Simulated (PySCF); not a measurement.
C2H2Cl, multiplicity 2. Atoms are numbered in the order given.

```xyz
5

C      0.2431    -1.6952     0.0000
C     -0.5178    -0.6453     0.0000
Cl     0.1159     0.9825     0.0000
H      1.2787    -1.9889     0.0000
H     -1.6008    -0.6713     0.0000
```
Charge 0, spin multiplicity 2.

Geometry optimised at PBE0-D3(BJ)/def2-TZVP. The isomer is the one that the SMILES or the coordinates give; other isomers of the formula were not compared.

These are M06-2X/def2-TZVPD (PySCF) values and carry that method's errors.

Computed frontier levels, dipole moment and polarisability:
| Item | Result |
|---|---|
| α spin, highest occupied and lowest empty level | -8.78 and 0.47 eV |
| β spin, highest occupied and lowest empty level | -8.85 and -2.00 eV |
| dipole moment | 1.02 D |
| quadrupole, principal values (traceless, Buckingham form, about the centre of nuclear charge) | -3.13, -1.06, 4.19 D·Å |
| mean static polarisability | 39.9 bohr³ (5.92 Å³) |
| polarisability, principal values | 29.6, 35.6, 54.5 bohr³ |
| ⟨S²⟩ | 0.767 (pure state 0.75) |
